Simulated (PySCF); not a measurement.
## Pt⁺: excitation energy

Pt⁺ [Xe] 4f14 5d9 (2D) → Pt⁺ [Xe] 4f14 5d8 6p1 (high-spin determinant), as a difference of total energies. Calculation: PySCF 2.14, in x2c-TZVPPall (11s7p7d3f1g, 97 functions); scalar relativity by spin-free X2C-1e. Correlated levels: valence and next inner shell: [Kr] 4d10 4f14 frozen. The calculations carry no spin-orbit coupling.

```csv
method,excitation energy (eV)
UHF,6.575
MP2 (valence and next inner shell),7.698
SCS-MP2 (valence and next inner shell),7.667
CCSD (valence and next inner shell),7.392
CCSD(T) (valence and next inner shell),7.408
```

Problem. How much does correlation contribute at CCSD(T) (valence and next inner shell)?

Solution. 7.408 − (6.575) = 0.833 eV, measured against UHF.

A first-order spin-orbit estimate (lowest level to lowest level, LS coupling) adds -0.065 eV.

The basis was made for the ground configuration and has no added diffuse functions, so the excitation energy can come out too high.

The determinant of the upper state mixes LS terms, which raises its energy above the lowest term, most at the Hartree-Fock and MP2 levels.
